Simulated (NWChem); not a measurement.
# CH₅CuO₂; SMILES C[O][Cu]<-[OH2]

```xyz
9

Cu     0.1003    -0.3118     0.0000
O      0.5124     1.4178     0.0000
C     -0.4215     2.4241     0.0000
H     -1.0978     2.4360     0.8885
H      0.0804     3.4178     0.0000
H     -1.0978     2.4360    -0.8885
O     -0.1721    -2.2345     0.0000
H      0.1914    -2.6875     0.7718
H      0.1914    -2.6875    -0.7718
```
Atoms are numbered in this order, from 1.

Results from NWChem. Geometry: optimised at PBE0/def2-SVP. No frequency run checked for a minimum. GIAO values for the isolated, static molecule; σ is the absolute isotropic shielding, δ = σ(reference) − σ with the isolated reference molecule computed at the same levels (13C: tetramethylsilane, 1H: tetramethylsilane, 17O: water).

For level PBE0/pcSseg-1:

| Quantity | Result |
|---|---|
| σ Cu1 (ppm) | 512.4 |
| δ O2 (ppm) | -59.4 |
| δ H4 (rotor mean) (ppm) | 3.86 |
| δ O7 (ppm) | -24.2 |
| δ H8 (ppm) | 1.78 |

Problem. Estimate the same quantities for level KT2/pcSseg-1.

Solution. 
* **σ Cu1 (ppm)**: 240.0
* **δ O2 (ppm)**: -29.4
* **δ H4 (rotor mean) (ppm)**: 3.99
* **δ O7 (ppm)**: -18.0
* **δ H8 (ppm)**: 1.45
